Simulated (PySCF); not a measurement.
Species: C4H6GeOS.
Geometry (PBE0-D3(BJ)/def2-SVP, Å), atoms numbered from 1 in this order:
```
atom  x, y, z in Å
Ge1    2.0769    0.4870    0.0470
O2     0.4671    1.2843   -0.0669
C3    -0.6935    0.6125    0.0347
C4    -1.9392    1.3098   -0.0632
C5    -3.0128    0.4739    0.0624
S6    -2.5354   -1.1581    0.2991
C7    -0.8664   -0.7403    0.2326
H8     2.1896   -0.5443   -1.0889
H9     2.1866   -0.1927    1.4226
H10    3.0540    1.6529   -0.1148
H11   -2.0003    2.3867   -0.2200
H12   -4.0699    0.7336    0.0281
H13   -0.1059   -1.5119    0.3429
```

All values: CAM-B3LYP/def2-SVPD (PySCF, non-relativistic), on one gas-phase PBE0-D3(BJ)/def2-SVP geometry that isn't relaxed in the solvent. The solvent is an IEF-PCM continuum (van der Waals radii × 1.2), and excitations are vertical TDDFT with non-equilibrium linear response and a frozen core. Specific hydrogen bonds and non-electrostatic terms are outside this model. Spin–orbit coupling is left out although an atom past zinc is present.

| run | E − E(gas) (kcal/mol) | HOMO (eV) | HOMO–LUMO gap (eV) | dipole (D) | lowest singlet (eV) | static polarisability (au) |
| --- | --- | --- | --- | --- | --- | --- |
| gas | 0.00 | -7.51 | 8.14 | 1.50 | 5.35 | 96.7 |
| P | -1.54 | -7.53 | 8.30 | 1.65 | 5.28 | 109.2 |
| Q | -2.87 | -7.57 | 8.31 | 1.77 | 5.29 | 121.2 |

The runs were made in chloroform and cyclohexane. Which run belongs to which solvent?

P = cyclohexane, Q = chloroform. The dielectric constants are 2.017 (cyclohexane), 4.711 (chloroform), and the energy falls further as ε rises. The optical constants n² used for the excitations are 2.04, 2.09 in the same order. In this model the ground state sees the solvent through ε alone.

How constant is the ratio of the lowering to (ε − 1)/(2ε + 1)?

| solvent | (ε − 1)/(2ε + 1) | E − E(gas) (kcal/mol) | ratio (kcal/mol) | polarisation term (kcal/mol) |
| --- | --- | --- | --- | --- |
| cyclohexane | 0.202 | -1.54 | -7.6 | -1.62 |
| chloroform | 0.356 | -2.87 | -8.1 | -3.17 |

The ratio changes by +6.0 % in size from cyclohexane to chloroform. The polarisation term is half the interaction of the solute with the induced surface charges.
